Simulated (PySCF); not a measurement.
**MoHF + H₂O → H₂MoO + HF**

Level: PBE0 in the def2-TZVP basis family, computed in PySCF with density fitting; scalar-relativistic core potentials for atoms from Rb on, none lighter, no spin–orbit coupling; open shells unrestricted.

| species | state and structure | E (Eh) | ZPE (kJ/mol) | H(298 K) − H(0) (kJ/mol) | S° (J/(mol K)) |
| --- | --- | --- | --- | --- | --- |
| MoHF | quintet, Cs, Mo–F 1.868 Å, Mo–H 1.710 Å; F–Mo–H 117.2° | -168.54905 | 17.9 | 10.9 | 271.9 |
| H₂O | singlet, C2v, O–H 0.960 Å (×2); H–O–H 105.1° | -76.37736 | 56.5 | 9.9 | 188.7 |
| H₂MoO | triplet, C2v, Mo–H 1.737 Å (×2), Mo–O 1.648 Å; H–Mo–H 125.4°, H–Mo–O 117.3° (×2) | -144.53235 | 37.6 | 12.1 | 269.4 |
| HF | singlet, C∞v, H–F 0.920 Å | -100.39188 | 24.9 | 8.7 | 173.6 |

(1) What is the electronic reaction energy?

(2) Add zero-point, thermal and entropy terms for 298.15 K and 1 bar.

Answers

(1) At PBE0/def2-TZVP, ΔE = 5.7 kJ/mol from the differences of the total energies times 2625.5, uphill. Hydrolysis steps of this kind drive oxide growth by atomic layer deposition.

(2) ΔZPE = -11.9 and Δ[H(298) − H(0)] = 0.0 kJ/mol give ΔH° = -6.2 kJ/mol. ΔS° = -17.6 J/(mol K), so ΔG° = -6.2 − 298.15 × (-0.0176) = -1 kJ/mol and log₁₀K = 0.2.

Open d or f shells are single determinants, so the state found may not be the ground state. The structures come from searches over a few start shapes, so lower isomers are not excluded.
